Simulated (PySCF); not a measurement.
**MCl cations for M along group 13**

CCSD(T) with double-zeta basis sets in PySCF, for the lowest determinant that a PBE0 search found; no spin–orbit coupling. De refers to high-spin ground-configuration atoms (the charge goes to the atom of lower measured ionisation energy or higher electron affinity, which is not always the lowest computed limit).

```json
{"M": "B", "basis": "aug-cc-pVDZ/aug-cc-pV(D+d)Z", "reference, frozen orbitals": "UHF, 6", "charged atom": "B+", "state (unpaired electrons)": "doublet (σ ↑)", "Re (Å)": "1.621", "ωe (cm⁻¹)": "1118", "De (eV)": "3.16"}
{"M": "Al", "basis": "def2-SVP", "reference, frozen orbitals": "UHF, 10", "charged atom": "Al+", "state (unpaired electrons)": "doublet (σ ↑)", "Re (Å)": "2.036", "ωe (cm⁻¹)": "612", "De (eV)": "1.64"}
{"M": "Ga", "basis": "cc-pVDZ-PP/cc-pV(D+d)Z", "reference, frozen orbitals": "UHF, 9", "charged atom": "Ga+", "state (unpaired electrons)": "doublet (σ ↑)", "Re (Å)": "2.125", "ωe (cm⁻¹)": "393", "De (eV)": "0.56"}
{"M": "In", "basis": "x2c-SVPall", "reference, frozen orbitals": "UHF, 23", "charged atom": "In+", "state (unpaired electrons)": "doublet (σ ↑)", "Re (Å)": "2.335", "ωe (cm⁻¹)": "325", "De (eV)": "0.48"}
{"M": "Tl", "basis": "def2-SVP", "reference, frozen orbitals": "UHF, 9", "charged atom": "Tl+", "state (unpaired electrons)": "doublet (π ↑)", "Re (Å)": "3.287", "ωe (cm⁻¹)": "88.6", "De (eV)": "n/a"}
```

The shortest bond is that of BCl⁺ (1.621 Å), the longest that of TlCl⁺ (3.287 Å).

The rows differ in basis set, which adds steps of its own.

The state changes along the series, so neighbouring rows are not always alike in their bonding.

Correlated steps freeze the inner cores (6 to 23 orbitals); shallow outer-core shells are correlated. Weak bonds: InCl⁺. Basis-set superposition, not corrected here, can be much of De in a small basis, most of all at correlated wavefunction levels. Spin–orbit coupling is left out, which matters for elements this heavy, above all for dissociation energies. For an ion De counts to the pair picked by the measured ionisation energies or electron affinities, which need not be the lowest pair at this level. States were picked by a PBE0 search and need not be the measured ground states.
